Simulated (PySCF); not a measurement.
Simulation results for CH₅AlNSi

All values are calculated (PySCF 2.14.0). Calculation on a computer-drawn molecule: optimised geometry and harmonic frequencies of an isolated molecule of the commonest isotopes, restricted reference for singlets and unrestricted otherwise, frozen core in MP2.

```json
{"formula": "CH5AlNSi", "start_structure": {"atoms_angstrom": [["Al", -0.1736, -0.4963, -0.2044], ["N", -0.7778, 0.9871, -0.9034], ["C", -0.5297, 2.2901, -1.0683], ["Si", -1.4614, 3.6775, -0.2809], ["H", 0.8248, -1.7253, 0.1401], ["H", 0.216, 2.6028, -1.8878], ["H", -2.2968, 4.3031, -1.3493], ["H", -2.2977, 3.1747, 0.8196], ["H", -0.4829, 4.6786, 0.2274]]}, "given": {"charge": 0, "multiplicity": 2, "method": "HF", "basis": "cc-pV(D+d)Z", "drawn_bonds_atom": [1, 2, 3, 1, 3, 4, 4, 4], "drawn_bonds_other_atom": [2, 3, 4, 5, 6, 7, 8, 9], "drawn_bonds_order": [2, 1, 1, 1, 1, 1, 1, 1]}, "results": {"optimised_atom_element": ["Al", "N", "C", "Si", "H", "H", "H", "H", "H"], "optimised_atom_x [angstrom]": [-0.4741, -0.3809, -0.4135, -1.426, 0.5921, 0.1719, -2.362, -2.176, -0.5115], "optimised_atom_y [angstrom]": [-0.6367, 1.07, 2.282, 3.58, -1.198, 2.626, 4.265, 2.906, 4.6], "optimised_atom_z [angstrom]": [-0.515, -0.8954, -1.22, -0.257, 0.5169, -2.089, -1.182, 0.8232, 0.3113], "modes_frequency [cm^-1]": [49.06, 79.4, 212.6, 306.9, 322.7, 546.6, 588.0, 644.4, 749.4, 797.4, 935.8, 1004, 1020, 1029, 1447, 1681, 1934, 2300, 2308, 2335, 3089], "modes_reduced_mass [dalton]": [1.128, 6.447, 2.343, 1.583, 2.81, 2.062, 1.074, 1.237, 5.888, 1.979, 1.554, 1.129, 1.039, 1.041, 1.204, 11.74, 1.047, 1.05, 1.03, 1.04, 1.082], "rotational_constants [GHz]": [19.05, 1.681, 1.591], "total_energy [hartree]": -626.0486, "spin_squared": 0.831, "convergence_status_largest_gradient_component [hartree/bohr]": 3.097e-06}}
```
